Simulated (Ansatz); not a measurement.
A made-up structure of GeH$_{2}$SO, singlet:

O1  (-0.144, 0.188, -0.324)
S2  (1.397, -0.949, 0.641)
Ge3  (-0.114, -0.421, 1.375)
H4  (-0.780, -0.261, -0.902)
H5  (-0.049, 1.149, -0.409)
(Å)

It is relaxed with PBE-D4/def2-SVP and then PBE0-D4/def2-TZVP (Ansatz 0.2.0). Atoms count as bonded within 1.22 times the sum of their covalent radii (H–H: 0.88 Å). The end point is not checked to be a true minimum.

Does its bonding change? (A judgement: the text doesn't fix the answer.)

The calculation gives: Yes. Formed: none; broken: O1–Ge3.

Where it ends: The first stage lowers the energy by 5.27 eV in 30 steps. It ends as a complex of GeS + H₂O:
O1  (-0.553, 0.131, -0.755)
S2  (1.816, -0.491, 1.292)
Ge3  (-0.050, -1.314, 1.185)
H4  (-1.214, 0.829, -0.701)
H5  (0.311, 0.552, -0.641)
(Å)

For scale, one of the runs: PBE0-D4/def2-TZVP relaxation, 128 basis functions, launched by `ansatz run in.yaml --threads 2 --pin off --events-out ev --progress --plain --max-ram 4352MiB`. Hardware: 2 CPU threads of an Arm Neoverse V1, shared host. Wall time about 21 s.
